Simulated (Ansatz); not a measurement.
# Swapping CH3 for Br on Si: the HOMO–LUMO gap

On one Si centre that keeps H, n of the CH3 ligands are replaced by Br. The HOMO–LUMO gap y in eV at wB97M-V/def2-TZVPP. Shapes, held fixed at every level: PBE0-D4/def2-TZVP. Programs: Ansatz 0.2.0.

| molecule | n | y (eV) |
| --- | --- | --- |
| SiH(CH3)3 | 0 | 13.27 |
| SiH(CH3)2Br | 1 | 12.67 |
| SiH(CH3)Br2 | 2 | ? |
| SiHBr3 | 3 | 11.64 |

Problem. Fit y = c + s·n to the known rows and predict SiH(CH3)Br2.

Solution. 
1. Means of the 3 rows: n = 1.33333, y = 12.527.
2. Σ(Δn)² = 4.6667, Σ(Δn·Δy) = -2.5167, so the slope is -2.5167/4.6667 = -0.53929.
3. Intercept: 12.527 − (-0.53929) × 1.33333 = 13.246. The largest residual of the fit is 0.037.
4. SiH(CH3)Br2: 13.246 + (-0.53929) × 2 = 12.17 eV.

The run gave 12.31 eV, so the prediction is off by -0.14 eV, more than the scatter of the fit. The steps per swap are -0.60, -0.36, -0.67 eV. Other levels give for SiH(CH3)Br2: B3LYP-D4/def2-TZVPP 7.70; PBE0-D4/def2-TZVPP 8.21; r2SCAN0-D4/def2-TZVPP 8.63 eV. Orbital gaps aren't excitation energies, and the LUMO depends on the basis. Relativity is left out for Br unless named.
